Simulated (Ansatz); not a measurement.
Species: [W(Cl)3(NH2)3] (charge 0, multiplicity 1).

Give a relaxed geometry from r2SCAN-D4/def2-SVP in Ansatz (a first-principles code).

One answer among several that fit: the end point of this relaxation, one of several conformers.
Cartesian coordinates (Å) in one orientation:
```xyz
13

W     -0.131    -0.009    -0.022
Cl     0.858     2.149    -0.115
Cl     2.030    -0.996     0.002
Cl    -0.144    -0.103    -2.396
N     -1.732     1.060     0.331
H     -2.676     0.681     0.393
H     -1.710     2.065     0.499
N     -1.271    -1.585    -0.244
H     -1.631    -1.895    -1.147
H     -1.595    -2.174     0.521
N     -0.013    -0.406     1.891
H      0.736    -0.960     2.305
H     -0.698    -0.108     2.584
```
